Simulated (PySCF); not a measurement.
# Spinor energies of F²⁺ (fluorine, charge +2)

Start: [He] 2s2 2p3; 2p3/2 filled at m_j = -1/2, +1/2, +3/2. Calculated with PySCF 2.14 in x2c-SVPall-2c with one added diffuse shell of s type (4s2p1d, 15 functions): generalised Hartree-Fock with the X2C-1e Hamiltonian and a Gaussian nucleus; one run each with spin-orbit coupling (SO) switched off, then screened by Boettger's factors. This is a chosen level, not necessarily the ground level.

```json
{"spinor shell": "1s1/2", "electrons": "2", "ε, spin-free (eV)": "-764.74", "ε, screened SO (eV)": "-764.74", "weight of nominal j (screened SO)": "1.000", "rms radius, screened SO (bohr)": "0.204"}
{"spinor shell": "2s1/2", "electrons": "2", "ε, spin-free (eV)": "-78.669", "ε, screened SO (eV)": "-78.669", "weight of nominal j (screened SO)": "1.000", "rms radius, screened SO (bohr)": "1.02"}
{"spinor shell": "2p3/2", "electrons": "3", "ε, spin-free (eV)": "-63.940", "ε, screened SO (eV)": "-63.940", "weight of nominal j (screened SO)": "0.664", "rms radius, screened SO (bohr)": "0.990"}
```

```
   quantity  spin-free  screened SO
E (hartree)  -97.56011    -97.56013
        M_J        3/2          3/2
       ⟨J²⟩      3.754        3.754
       ⟨L²⟩      0.000        0.000
       ⟨S²⟩      3.754        3.754
```

Each row is a mean over spinors that exchange with the open shell spreads, by up to 17.207 eV (2s1/2).

Rows whose weight is well below 1 are mixtures of j = l ± 1/2: exchange outweighs spin-orbit coupling there, and the label is only the starting occupation.

Without spin-orbit coupling the j labels of p, d and f shells carry no meaning; the spin-free column gives the mean over the occupied spinors of each nl shell.
